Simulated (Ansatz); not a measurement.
Computed with Ansatz on PBE0-D4/def2-TZVP structures; ΔE is electronic, products minus reactants. CCSD(T)/CBS adds triple-zeta CCSD(T) − MP2 to the extrapolated MP2 energy (def2 sets, frozen cores). This one scheme is used for every species. DFT in def2-TZVPP. def2 core potentials past Kr. For I, Sb outer-core shells are correlated without core-valence functions, which leaves a few kJ/mol of doubt a bond.

Consider the ligand exchange at the Sb–N bond: `C=[N][SbH2]` + HI → `[SbH2][I]` + `C=N`.

```
             level  ΔE (kJ/mol)  difference from CCSD(T)/CBS
            PBE-D4       -107.7                          5.1
         revPBE-D4       -102.8                         10.0
           BLYP-D4       -102.4                         10.4
           PBE0-D4       -114.9                         -2.1
      CAM-B3LYP-D4       -106.2                          6.6
           ωB97M-V       -109.9                          2.9
            revPBE       -111.0                          1.8
           r2SCANh       -112.5                          0.3
           r2SCAN0       -116.6                         -3.8
           LC-ωPBE       -109.5                          3.3
      MP2/def2-SVP       -112.2                          0.6
     HF/def2-TZVPP       -124.6                        -11.8
    MP2/def2-TZVPP       -103.6                          9.2
   CCSD/def2-TZVPP       -103.3                          9.5
CCSD(T)/def2-TZVPP        -99.9                         12.9
    MP2/def2-QZVPP       -111.1                          1.7
       CCSD(T)/CBS       -112.8                            0
```

Largest T1 diagnostic among the species: 0.015.

In def2-TZVPP, CCSD(T) changes the Hartree–Fock value by +24.7 kJ/mol (the triples alone add +3.4 kJ/mol) and MP2 by +21.0 kJ/mol. From PBE to PBE0 (25 % exact exchange), in def2-TZVPP and without D4, ΔE moves by −6.9 kJ/mol.
